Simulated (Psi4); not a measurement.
Cl₂Se, singlet, at a GFN2-xTB geometry; TPSS/def2-SVPD (Psi4).

Psi4 was given this input:
```
memory 2 GB

molecule {
0 1
  Se    0.00136488    0.00124916    0.68646471
  Cl    1.04133364    1.25945705   -0.69083200
  Cl   -1.04406340   -1.26195537   -0.68209743
}

set basis def2-svpd

energy('tpss')
print_variables()
```

It wrote (shortened):

```
   => Loading Basis Set <=

    Name: DEF2-SVPD
    Role: ORBITAL
    Keyword: BASIS

         ---------------------------------------------------------
                                   SCF
               by Justin Turney, Rob Parrish, Andy Simmonett
                          and Daniel G. A. Smith
                              RKS Reference
         ---------------------------------------------------------

  ==> Geometry <==

    Molecular point group: cs
    Full point group: Cs

    Geometry (in Angstrom), charge = 0, multiplicity = 1:

       Center              X                  Y                   Z               Mass
    ------------   -----------------  -----------------  -----------------  -----------------
         SE          -0.001710447350    -0.640752964303     0.000000000000    79.916521800000
         CL          -1.634077395432     0.736543841190     0.000000000000    34.968852682000
         CL           1.637986388506     0.727809270585     0.000000000000    34.968852682000

  Running in cs symmetry.

  Rotational constants: A =      0.23978  B =      0.09005  C =      0.06547 [cm^-1]
  Rotational constants: A =   7188.50640  B =   2699.72293  C =   1962.63405 [MHz]
  Nuclear repulsion =  333.157629924383798

  Charge       = 0
  Multiplicity = 1
  Electrons    = 68
  Nalpha       = 34
  Nbeta        = 34

  ==> Algorithm <==

  SCF Algorithm Type is DF.
  DIIS enabled.
  MOM disabled.
  Fractional occupation disabled.
  Guess Type is SAD.
  Energy threshold   = 1.00e-06
  Density threshold  = 1.00e-06
  Integral threshold = 1.00e-12

  ==> Primary Basis <==

  Basis Set: DEF2-SVPD
    Blend: DEF2-SVPD
    Number of shells: 37
    Number of basis functions: 95
    Number of Cartesian functions: 103
    Spherical Harmonics?: true
    Max angular momentum: 2

  ==> DFT Potential <==

   => LibXC <=

    Version 7.1.2
    S. Lehtola, C. Steigemann, M. J. T. Oliveira, and M. A. L. Marques,  SoftwareX 7, 1–5 (2018) (10.1016/j.softx.2017.11.002)

   => Composite Functional: TPSS <=

    TPSS Meta-GGA XC Functional

    J. Tao, et al., Phys. Rev. Lett., 91, 146401, 2003

    Deriv               =              1
    GGA                 =           TRUE
    Meta                =           TRUE

    Exchange Hybrid     =          FALSE
    MP2 Hybrid          =          FALSE

   => Exchange Functionals <=

    1.0000   XC_MGGA_X_TPSS

   => Correlation Functionals <=

    1.0000   XC_MGGA_C_TPSS

   => LibXC Density Thresholds  <==

    XC_MGGA_C_TPSS:  1.00E-15
    XC_MGGA_X_TPSS:  1.00E-15

   => Molecular Quadrature <=

    Radial Scheme          =       TREUTLER
    Pruning Scheme         =           NONE
    Nuclear Scheme         =       TREUTLER

    Blocking Scheme        =         OCTREE
    BS radius alpha        =              1
    Pruning alpha          =              1
    Radial Points          =             75
    Spherical Points       =            302
    Total Points           =          65979
    Total Blocks           =            578
    Max Points             =            256
    Max Functions          =             90
    Weights Tolerance      =       1.00E-15

   => Loading Basis Set <=

    Name: (DEF2-SVPD AUX)
    Role: JKFIT
    Keyword: DF_BASIS_SCF

  ==> Integral Setup <==

  SCF_SUBTYPE=INCORE selected. In-core MEM_DF algorithm will be used.
  Using in-core AOs.

  ==> MemDFJK: Density-Fitted J/K Matrices <==

    J tasked:                   Yes
    K tasked:                    No
    wK tasked:                   No
    Algorithm:                 Core
    Schwarz Cutoff:           1E-12
    Mask sparsity (%):       2.0166
    Fitting Condition:        1E-10

   => Auxiliary Basis Set <=

  Basis Set: (DEF2-SVPD AUX)
    Blend: DEF2-UNIVERSAL-JKFIT
    Number of shells: 136
    Number of basis functions: 522
    Number of Cartesian functions: 681
    Spherical Harmonics?: true
    Max angular momentum: 5

  Minimum eigenvalue in the overlap matrix is 2.6158123623E-03.
  Reciprocal condition number of the overlap matrix is 4.8898158249E-04.
    Using symmetric orthogonalization.

  ==> Pre-Iterations <==

  SCF Guess: Superposition of Atomic Densities via on-the-fly atomic UHF (no occupation information).

   -------------------------
    Irrep   Nso     Nmo
   -------------------------
     A'        66      66
     A"        29      29
   -------------------------
    Total      95      95
   -------------------------

  ==> Iterations <==

                           Total Energy        Delta E     RMS |[F,P]|

   @DF-RKS iter SAD: -3319.04005549108069   -3.31904e+03   0.00000e+00
   @DF-RKS iter   1: -3320.72985387524250   -1.68980e+00   2.68777e-02 ADIIS/DIIS
   @DF-RKS iter   2: -3320.39851068854341    3.31343e-01   3.33674e-02 ADIIS/DIIS
   @DF-RKS iter   3: -3321.31418471124653   -9.15674e-01   3.86983e-03 ADIIS/DIIS
   @DF-RKS iter   4: -3321.34558907526980   -3.14044e-02   2.26893e-03 ADIIS/DIIS
   @DF-RKS iter   5: -3321.36287918446078   -1.72901e-02   2.63998e-04 ADIIS/DIIS
   @DF-RKS iter   6: -3321.36311657239867   -2.37388e-04   4.51144e-05 DIIS
   @DF-RKS iter   7: -3321.36312281055007   -6.23815e-06   8.64893e-06 DIIS
   @DF-RKS iter   8: -3321.36312311216216   -3.01612e-07   8.00950e-07 DIIS
  Energy and wave function converged.

  ==> Post-Iterations <==

   Electrons on quadrature grid:
      Ntotal   =   68.0000042158 ; deviation = 4.216e-06

    Orbital Energies [Eh]
    ---------------------

    Doubly Occupied:

[...]
       9App   -0.219832

    Virtual:

[...]
      66Ap     3.318069

    Final Occupation by Irrep:
             Ap   App
    DOCC [    25,    9 ]
    NA   [    25,    9 ]
    NB   [    25,    9 ]

  @DF-RKS Final Energy: -3321.36312311216216

   => Energetics <=

    Nuclear Repulsion Energy =            333.1576299243837980
    One-Electron Energy =               -5275.5325490281475140
    Two-Electron Energy =                1764.5924357881813194
    DFT Exchange-Correlation Energy =    -143.5806397965793337
    Empirical Dispersion Energy =           0.0000000000000000
    VV10 Nonlocal Energy =                  0.0000000000000000
    Total Energy =                      -3321.3631231121621568

Computation Completed

Properties will be evaluated at   0.000000,   0.000000,   0.000000 [a0]

Properties computed using the SCF density matrix

 Multipole Moments:

 ------------------------------------------------------------------------------------
     Multipole            Electronic (a.u.)      Nuclear  (a.u.)        Total (a.u.)
 ------------------------------------------------------------------------------------

 L = 1.  Multiply by 2.5417464519 to convert [e a0] to [Debye]
 Dipole X            :         -0.0167288            0.0156803           -0.0010485
 Dipole Y            :         -6.2667625            5.8740287           -0.3927338
 Dipole Z            :          0.0000000            0.0000000            0.0000000
 Magnitude           :                                                    0.3927352

 ------------------------------------------------------------------------------------

  Variable Map:
  ----------------------------------------------------------------------------
[...]
  Array Variable Map:
  ----------------------------------------------------------------------------
[...]
[...]
```
